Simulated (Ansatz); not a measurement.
Basis-set extrapolation for `[F][Al-]([F])([F])[P+](F)(F)F` (PBE0-D4/def2-TZVP geometry, frozen core, Ansatz). Multiplicity 1, RHF reference.

```
                       def2-TZVPP    def2-QZVPP
                 HF  -1179.953608  -1180.002192
    MP2 correlation     -1.714715     -1.881768
CCSD(T) correlation     -1.769886       not run
```

Energies in hartree. Use E(X) = E(∞) + A·exp(−7.88·√X) for Hartree–Fock and E(X) = E(∞) + B·X^(−2.97) for correlation, with X = 3 and 4, and add CCSD(T) minus MP2 of the smaller set to the MP2 limit.

**Question.** What is the CCSD(T) energy at the basis-set limit?

**Answer.** HF limit: -1180.002192 + (-0.048584) × 0.13774 = -1180.00888. MP2 limit: -1.881768 + (-0.167053) × 0.74074 = -2.00551. Higher-order term: -1.769886 − (-1.714715) = -0.05517. Total: -1182.06956 hartree, 908.6 kJ/mol below CCSD(T)/def2-TZVPP.
